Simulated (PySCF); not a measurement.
Method: core-valence-separated Tamm–Dancoff BHandHLYP/aug-pcX-1 (pcseg-1 on H, def2-SVPD on Si) in PySCF, non-relativistic, gas phase, PBE0-D3(BJ)/def2-SVP geometry. BHandHLYP without relativity tends to put these K edges a few eV too low, so spacings mean more than positions.

Main lines of an unknown, eV (oscillator strength): C K: 283.1 (0.101), 286.3 (0.015), 287.6 (0.028); N K: 396.7 (0.126). Listed: the first five lines at most of each edge with a tenth or more of its strongest line's intensity; roots within 0.03 eV on the same or equivalent atoms are summed. Only the lowest roots were sought, and the top ones are left out.

**Question.** Which candidate gives them?
A. `C[SiH](N)N`
B. `N#C[SiH3]`

**Answer.** B. 

- `N#C[SiH3]`: C K: 283.1 (0.101), 286.3 (0.015), 287.6 (0.028); N K: 396.7 (0.126). First C line listed at 283.1 eV, hole on the cyano carbon (1s→π*); first N line listed at 396.7 eV, hole on the cyano nitrogen (1s→π*).
- `C[SiH](N)N`: C K: 284.9 (0.006), 285.6 (0.028), 285.7 (0.030), 286.4 (0.006), 287.2 (0.021); N K: 398.9 (0.017), 399.9 (0.063), 400.3 (0.037), 401.1 (0.021), 401.4 (0.022). First C line listed at 284.9 eV, hole on the Si-methyl carbon; first N line listed at 398.9 eV, hole on the silicon-bound nitrogen.

One conformer each; other structures than these candidates weren't tested.
